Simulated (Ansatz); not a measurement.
Relaxation of CH5AlSSi (9 atoms, charge 0, multiplicity 1), to a largest force component of 0.015 eV/Å in at most 40 steps.

Level of theory: RKS BHLYP/cc-pVDZ (Ansatz 0.2.0).

```xyz
9
Properties=species:S:1:pos:R:3:forces:R:3
C -0.370 1.530 -1.664 0.90 -1.31 0.87
Si 0.752 0.399 -0.899 -0.54 1.17 -0.80
Al 0.243 -0.863 1.082 -0.40 -0.25 0.26
S 1.415 -1.292 2.894 0.41 0.28 -0.26
H -1.384 1.641 -1.313 -0.30 0.02 0.18
H -0.137 2.104 -2.544 0.24 0.18 -0.28
H 2.115 0.344 -1.485 0.00 0.02 -0.01
H -1.137 -1.599 1.260 -0.17 0.07 -0.19
H 0.402 -2.074 3.278 -0.14 -0.19 0.23
```

**Question.** Where does it end, and by what steps?

**Answer.** The run converged. After 11 steps the energy has fallen by 0.218 eV; H8 moved furthest, 0.77 Å.

| step | energy less start (eV) | largest force component (eV/Å) | accepted |
| --- | --- | --- | --- |
| 0 | 0.0000 | 1.312 | yes |
| 1 | -0.0872 | 0.707 | yes |
| 2 | -0.1373 | 0.761 | yes |
| 3 | -0.1445 | 0.594 | yes |
| 4 | -0.1993 | 0.129 | yes |
| 5 | -0.1707 | 0.437 | no |
| 6 | -0.2096 | 0.059 | yes |
| 7 | -0.2143 | 0.037 | yes |
| 8 | -0.2162 | 0.094 | yes |
| 9 | -0.2126 | 0.185 | no |
| 10 | -0.2174 | 0.042 | yes |
| 11 | -0.2176 | 0.008 | yes |

```xyz
9
Properties=species:S:1:pos:R:3
C -0.363 1.326 -1.750
Si 0.799 0.568 -0.734
Al 0.041 -0.743 1.144
S 1.551 -1.679 2.444
H -1.429 1.222 -1.564
H -0.105 1.934 -2.613
H 2.233 0.763 -1.064
H -1.486 -0.950 1.471
H 0.659 -2.251 3.276
```

Whether the end is a true minimum wasn't checked by a vibrational analysis.

The run took 29 s on 2 threads of Arm Neoverse V2, with other jobs on the host, peak memory 0.2 GiB.
